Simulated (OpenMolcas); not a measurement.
Computed transition rates of neutral tungsten

| Item | Value |
| --- | --- |
| Program | OpenMolcas 26.06 |
| Method | MS-CASPT2, IPEA 0.25 Eh, imaginary shift 0.1 Eh (closed shells correlated: 5s 5p) |
| Basis | ANO-RCC-VTZP [8s7p5d3f2g1h] |
| Scalar Hamiltonian | DKH2, point nucleus |
| Active space | 6 electrons in 6 orbitals (5d 6s) |
| State averaging | 2S+1 = 5 even, 30 roots; 2S+1 = 7 even, 1 root kept (CI in the orbitals of an earlier block); 2S+1 = 3 even, 55 roots kept (CI in the orbitals of an earlier block); 2S+1 = 1 even, 30 roots kept (CI in the orbitals of an earlier block) |
| Spin-orbit coupling | RASSI with atomic mean-field integrals over the reference wave functions, term energies averaged over their components |

Rates come from the transition moments of the reference wave functions (E1 and E2 in the length form). At fixed line strength A goes as λ^-3 for E1 and M1 and as λ^-5 for E2, so a rate at the computed wavelength can be rescaled to the measured one. Measured vacuum wavelengths follow from level energies in NIST Handbook of Basic Atomic Spectroscopic Data. Branching counts decays inside the model space alone, at computed energies, and the table is only a selection of the M1 lines, drawn from those between levels with measured partners whose computed energy lies within a factor of 1.5 of the measured one.

```json
{"Upper": "5d⁴ 6s² ⁵D₁", "Lower": "5d⁴ 6s² ⁵D₀", "Type": "M1", "λ computed (nm)": "8637", "λ measured (nm)": "5987", "A computed (s-1)": "7.54e-02", "A rescaled (s-1)": "2.26e-01", "Branching %": "100.0"}
{"Upper": "5d⁴ 6s² ⁵D₄", "Lower": "5d⁴ 6s² ⁵D₃", "Type": "M1", "λ computed (nm)": "7023", "λ measured (nm)": "7198", "A computed (s-1)": "7.47e-02", "A rescaled (s-1)": "6.94e-02", "Branching %": "97.9"}
{"Upper": "5d⁴ 6s² ⁵D₃", "Lower": "5d⁴ 6s² ⁵D₂", "Type": "M1", "λ computed (nm)": "6816", "λ measured (nm)": "6647", "A computed (s-1)": "1.41e-01", "A rescaled (s-1)": "1.52e-01", "Branching %": "99.2"}
{"Upper": "5d⁴ 6s² ⁵D₂", "Lower": "5d⁴ 6s² ⁵D₁", "Type": "M1", "λ computed (nm)": "6749", "λ measured (nm)": "6041", "A computed (s-1)": "1.74e-01", "A rescaled (s-1)": "2.43e-01", "Branching %": "100.0"}
{"Upper": "5d⁴ 6s² ³P₀ [64 %]", "Lower": "5d⁴ 6s² ⁵D₁", "Type": "M1", "λ computed (nm)": "1014", "λ measured (nm)": "1318", "A computed (s-1)": "8.61e+00", "A rescaled (s-1)": "", "Branching %": "100.0"}
{"Upper": "5d⁴ 6s² ³P₁", "Lower": "5d⁴ 6s² ⁵D₂", "Type": "M1", "λ computed (nm)": "826.1", "λ measured (nm)": "1002", "A computed (s-1)": "5.97e+00", "A rescaled (s-1)": "", "Branching %": "87.5"}
```

Spin-changing lines and M1 lines between different terms are not rescaled, since their strength hangs on the term gaps too.

The largest correction is for 5d⁴ 6s² ⁵D₁ → 5d⁴ 6s² ⁵D₀ (M1): 7.54e-02 × (8637 / 5987)^3 = 2.26e-01 s-1, a factor of 3.00.

No measured rate stands beside these. Rescaling mends the energy factor alone: line strengths can still be far off where a level mixes with configurations outside the active space, and weak or spin-changing lines hang on small mixing coefficients that depend on the term gaps too, so rescaling need not improve them.

CASPT2 does not keep the components of a term degenerate, so their means are used; among the terms shown or strongly mixed into the levels shown the widest spread is 160 cm-1 (5d⁴ 6s² ⁵D). Terms from blocks run as CI alone lack orbitals of their own. Configurations are named by rounded mean occupations; where the s occupation lies near a half they are strongly mixed, a name can repeat and a true partner stay unpaired. The lowest spin-free term belongs to 5d⁵ 6s, not to the configuration of the lowest level. Some terms miss by over 15 % even with CASPT2, which points to a basis or an active space too small for the shells correlated. Computed and measured levels are paired by configuration, term and J; levels that our copy of the source lacks, or whose pairing is in doubt (as where it misses far off the trend of its configuration), stay unpaired. Levels of configurations outside the active space are missing.

A share in square brackets marks a mixed level and gives the weight of the term that names it.
